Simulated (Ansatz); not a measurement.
Stretching the Al1–Br4 bond in AlBrH2 (SMILES [AlH2][Br]) (multiplicity 1 held, fragments rigid). Energies count from the point at 2.267 Å.
Geometry at that point (charge 0, multiplicity 1):
```xyz
4

Al    -0.835    -1.299     0.206
H     -0.324    -2.329     1.274
H     -2.126    -1.479    -0.668
Br     0.380     0.591    -0.094
```

Unrestricted levels (U-) break spin symmetry where that is lower. Active spaces are followed from a long bond inwards. Levels need not reach the same state.

Cores are frozen in the correlated methods. Filled d and f shells under p-block atoms count as core.

The values were computed with Ansatz (an electronic-structure program) with Gaussian orbitals. Values without a source in brackets are computed.

Task: Give the energy at R = 7.255 Å at the level U-r2SCAN/def2-TZVPP.

Result: 102.2 kcal/mol

Task: Estimate the energy at R = 7.255 Å that FIC-MRCISD+Q on CASSCF(6,4)/def2-TZVPP returns for this input.

Result: 105.7 kcal/mol

Task: Give the energy at R = 7.255 Å at the level U-wB97X-V/def2-TZVPP.

Result: 109.5 kcal/mol

Doubts at one or more of the structures used: a spin-contaminated determinant (U-r2SCAN/def2-TZVPP, U-wB97X-V/def2-TZVPP); active orbitals that take no part (FIC-MRCISD+Q on CASSCF(6,4)/def2-TZVPP).
